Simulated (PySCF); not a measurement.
**Correlation energy of Sb (antimony, neutral)**

[Kr] 4d10 5s2 5p3, high-spin 4S determinant. Computed with PySCF 2.14 in dyall-av2z (22s16p12d, 130 functions), with no relativity, point nucleus. Frozen: [Kr] 4d10; 5 electrons correlated; the 62 highest virtual orbitals of each spin left out.

| level | correlation energy (mhartree) |
| --- | --- |
| CCSD | -65.43 |
| (T) | -1.25 |
| CCSD(T) | -66.68 |

Diagnostics: T1 = 0.0029, D1 = 0.0082, largest double amplitude 0.043.

A non-relativistic calculation at this Z misses sizeable relativistic shifts.

Cost of the coupled-cluster step: of the order of 5 core-seconds, for 5 correlated electrons.
